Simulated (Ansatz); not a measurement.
Relaxation of BCl₂FH₃N (8 atoms, charge 0, multiplicity 1), to a largest force component of 0.03 eV/Å in at most 50 steps.

Computed with RHF/def2-SVP (Ansatz 0.2.0).

```xyz
8
Properties=species:S:1:pos:R:3:forces:R:3
B -0.023 0.463 -0.499 0.05 -0.12 -0.48
Cl -0.167 0.075 2.546 0.45 1.28 -0.12
Cl 1.415 -0.541 -0.789 -0.01 0.01 0.01
N -1.284 0.055 -0.893 -0.02 0.01 0.04
H -1.462 -0.848 -1.278 0.00 0.01 -0.01
H -2.096 0.612 -0.723 0.01 -0.01 0.00
F 0.167 1.666 0.021 0.01 0.18 -0.06
H 0.246 1.247 2.102 -0.47 -1.36 0.63
```

Task: Where does it end, and by what steps?

Result: The forces met the threshold. After 8 steps the energy has fallen by 0.152 eV; Cl2 moved furthest, 0.68 Å.

| step | energy less start (eV) | largest force component (eV/Å) | accepted |
| --- | --- | --- | --- |
| 0 | 0.0000 | 1.361 | yes |
| 1 | -0.0943 | 0.754 | yes |
| 2 | -0.1304 | 0.412 | yes |
| 3 | -0.1396 | 0.225 | yes |
| 4 | -0.1443 | 0.320 | yes |
| 5 | -0.1507 | 0.201 | yes |
| 6 | -0.1515 | 0.066 | yes |
| 7 | -0.1517 | 0.155 | yes |
| 8 | -0.1520 | 0.007 | yes |

```xyz
8
Properties=species:S:1:pos:R:3
B -0.031 0.416 -0.649
Cl -0.109 0.320 3.179
Cl 1.407 -0.536 -1.060
N -1.302 0.032 -1.036
H -1.483 -0.805 -1.548
H -2.111 0.565 -0.791
F 0.149 1.531 0.045
H 0.274 1.205 2.347
```

Whether the end is a true minimum wasn't checked by a vibrational analysis.

The run took 19 s on 1 thread of Arm Neoverse V2 (shared host), peak memory 0.18 GiB.
